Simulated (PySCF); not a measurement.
Low-lying terms of Xe (xenon, neutral)

Ground state [Xe], ¹S. All numbers are calculated (PySCF 2.14, scalar relativity through the core potential, in aug-cc-pVDZ-PP with two added diffuse shells each of s, p, d type with ECP28MDF (7s6p5d, 50 functions)). Vertical excitation energies in eV without spin-orbit coupling; excited terms of each kind are numbered among those the solver found. Frozen: 4s2 4p6.

```json
{"term": "1 3P°", "leading excitation": "5p → s", "EOM-EE-CCSD": "8.429"}
{"term": "1 1P°", "leading excitation": "5p → s", "EOM-EE-CCSD": "8.677"}
{"term": "1 3S", "leading excitation": "5p → p", "EOM-EE-CCSD": "9.559"}
{"term": "1 3D", "leading excitation": "5p → p", "EOM-EE-CCSD": "9.820"}
{"term": "1 1D", "leading excitation": "5p → p", "EOM-EE-CCSD": "9.874"}
{"term": "1 3P", "leading excitation": "5p → p", "EOM-EE-CCSD": "9.954"}
{"term": "1 1P", "leading excitation": "5p → p", "EOM-EE-CCSD": "9.956"}
{"term": "1 1S", "leading excitation": "5p → p", "EOM-EE-CCSD": "10.051"}
{"term": "2 3P°", "leading excitation": "5p → d", "EOM-EE-CCSD": "10.065"}
{"term": "1 3F°", "leading excitation": "5p → d", "EOM-EE-CCSD": "10.307"}
{"term": "1 1F°", "leading excitation": "5p → d", "EOM-EE-CCSD": "10.495"}
{"term": "1 1D°", "leading excitation": "5p → d", "EOM-EE-CCSD": "10.606"}
{"term": "1 3D°", "leading excitation": "5p → d", "EOM-EE-CCSD": "10.613"}
{"term": "2 1P°", "leading excitation": "5p → s", "EOM-EE-CCSD": "10.696"}
{"term": "2 3S", "leading excitation": "5p → p", "EOM-EE-CCSD": "11.005"}
{"term": "2 3D", "leading excitation": "5p → p", "EOM-EE-CCSD": "11.073"}
{"term": "2 1D", "leading excitation": "5p → p", "EOM-EE-CCSD": "11.089"}
```

The spin-orbit splitting of the hole, absent here, rivals or exceeds the spacing of these terms, so the LS terms are model states.

The solver can miss terms. Rydberg members are limited by the diffuse functions of the basis.
